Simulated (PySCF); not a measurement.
H4B4, SMILES `B1BB1B` (H–B–B–B torsion 90°), neutral singlet in the gas phase. 

Cartesian coordinates (Å):
```xyz
8

B      1.7115    -0.1008     0.0237
B      0.0667    -0.0069     0.0010
B     -1.0471     1.0059    -0.0519
B     -1.1618    -0.8779     0.0213
H      2.3171    -0.1751    -0.9985
H      2.2932    -0.0942     1.0624
H     -1.9931     1.7011    -0.0903
H     -2.1865    -1.4521     0.0322
```
Charge 0, multiplicity 1.

All levels are single points at this geometry (B3LYP-D3(BJ)/def2-TZVP); Pople sets use spherical d functions. Orbital energies aren't observables, and empty levels follow the basis.

| level | HOMO (eV) | LUMO (eV) | gap (eV) | dipole (D) | vertical IE, Delta-SCF (eV) |
|---|---|---|---|---|---|
| B3LYP-D3(BJ)/def2-TZVP in PySCF | -6.67 | -3.66 | 3.01 | 1.08 | 8.95 |
| PBE-D3(BJ)/def2-TZVP in PySCF | -5.99 | -4.42 | 1.57 | 0.92 | 8.98 |
| B3LYP/3-21G in PySCF | -6.66 | -3.61 | 3.04 | 1.04 | – |
| B3LYP/6-31G* in PySCF | -6.40 | -3.33 | 3.07 | 1.09 | 8.80 |
| M06-2X/6-31G* in PySCF | -7.71 | -2.24 | 5.46 | 1.19 | – |
| SVWN5/6-31G* in PySCF | -5.86 | -4.32 | 1.54 | 0.96 | 9.06 |
